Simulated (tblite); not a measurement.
Start geometry of `C1CC(CCCC1)C(F)F` from a force field or distance geometry (Å):
```
atom  x, y, z in Å
F1     3.415    0.692   -0.452
C2     2.549   -0.343   -0.194
F3     2.637   -0.674    1.161
C4     1.094    0.031   -0.488
C5     0.756    1.176    0.395
C6    -0.637    1.327    0.843
C7    -1.722    0.915   -0.075
C8    -1.955   -0.572    0.205
C9    -1.059   -1.275   -0.812
C10    0.317   -1.230   -0.247
H11    2.824   -1.278   -0.729
H12    1.041    0.330   -1.536
H13    1.053    2.119   -0.150
H14    1.421    1.162    1.278
H15   -0.789    0.824    1.832
H16   -0.805    2.417    1.091
H17   -1.491    1.072   -1.144
H18   -2.687    1.418    0.210
H19   -3.005   -0.862    0.161
H20   -1.498   -0.792    1.202
H21   -1.422   -2.306   -0.957
H22   -1.161   -0.681   -1.750
H23    0.231   -1.378    0.875
H24    0.884   -2.071   -0.712
```

Problem. What comes out of this run: GFN2-xTB geometry optimisation, gas phase in tblite?

Solution. 
```
atom  x, y, z in Å
F1     3.264    0.836   -0.836
C2     2.589   -0.269   -0.428
F3     3.081   -0.573    0.799
C4     1.084   -0.013   -0.388
C5     0.807    1.186    0.531
C6    -0.639    1.313    1.016
C7    -1.703    1.000   -0.037
C8    -2.085   -0.480   -0.069
C9    -1.024   -1.403   -0.662
C10    0.347   -1.298    0.005
H11    2.870   -1.091   -1.105
H12    0.808    0.247   -1.415
H13    1.088    2.092   -0.011
H14    1.454    1.117    1.408
H15   -0.798    0.660    1.875
H16   -0.772    2.338    1.369
H17   -1.368    1.327   -1.023
H18   -2.605    1.568    0.203
H19   -3.000   -0.596   -0.656
H20   -2.310   -0.802    0.950
H21   -1.380   -2.432   -0.569
H22   -0.914   -1.193   -1.729
H23    0.248   -1.357    1.089
H24    0.946   -2.157   -0.310
```

The energy falls by 110.5 kJ/mol over 105 L-BFGS steps, the largest force on an atom goes from 3.40 to 0.009 eV/Å, and the atoms move by 0.386 Å rms after alignment. The bond that changes most is C5–C6 (both ends ring CH2 carbon), which lengthens by 0.058 Å. Bonds longer at the end by more than 0.005 Å: 5 of 24; shorter: 14. Among the angles that change most is C7–C8–C9, from 103.7° to 114.9°. Among the dihedrals that turn most is H20–C8–C9–H22, from -152° to 171°. Rotational constants go from 2428, 861.2, 757.0 to 2340, 820.1, 713.2 MHz. The orientation of the end geometry is arbitrary; only internal coordinates are fixed.

Its GFN2-xTB frequencies are all real (lowest 63 cm⁻¹). The numbers are those of one conformer.

These are computed values.
